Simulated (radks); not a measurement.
Dynamic dipole polarisability and lines of the vanadium ion V20+, [He] 2s1. Calculated with a radial shooting solver on a logarithmic mesh with Libxc functionals: scalar-relativistic Kohn-Sham, LB94 model potential, spin-polarised, spherical densities, finite nucleus; open shells are filled with parallel spins first; Fermi nuclear charge, rms radius of each element as measured or else 0.836 A^(1/3) + 0.57 fm. Time-dependent linear response with the Hartree and adiabatic LDA kernel, continuum included through the Sternheimer equations, no spin-orbit coupling, so fine structure and intercombination lines are absent. Lines are the poles of the dipole polarisability below minus the highest occupied eigenvalue, found on a grid refined at the orbital gaps; the lowest seven at most are given, and weak or close lines can be missed. The first line takes the name of the lowest orbital gap if no other gap lies below it; otherwise a line is named after a gap within 0.6 % of it, if that gap stands alone.

| photon energy (eV) | alpha (bohr^3) |
|---|---|
| 0 | 0.02130 |
| 25.714 | 0.02999 |
| 128.57 | -0.002730 |
| 231.42 | -0.0003560 |
| 334.28 | 0.0001636 |
| 437.14 | 0.0004039 |
| 539.99 | 0.0005937 |
| 642.85 | 0.0008369 |
| 745.70 | 0.001341 |
| 848.56 | 0.004170 |
| 951.41 | -0.002240 |
| 1054.3 | -0.0005110 |
| 1157.1 | 0.0006232 |
| 1260.0 | -0.0004031 |
| 1362.8 | -0.0003501 |
| 1465.7 | -0.00002874 |

Lines (eV, oscillator strength): 47.354 (26.18 nm, 2s-2p), f = 0.0629; 889.49 (1.394 nm, 2s-3p), f = 0.383; 1188.2 (1.043 nm, 2s-4p), f = 0.0930; 1324.8 (0.9359 nm, 2s-5p), f = 0.0384; 1398.8 (0.8864 nm, 2s-6p), f = 0.0200; 1443.4 (0.8590 nm, 2s-7p), f = 0.0118; 1472.3 (0.8421 nm, unassigned), f = 0.00759. Higher lines, where found, are left out when the end of the mesh affects them. Those listed give 100 % of the static polarisability (sum of f/w^2). Orbital energy gaps for comparison: 2s-2p 44.255 eV; 2s-3p 892.12 eV; 2s-4p 1188.8 eV; 2s-5p 1325.0 eV; 2s-6p 1398.8 eV.
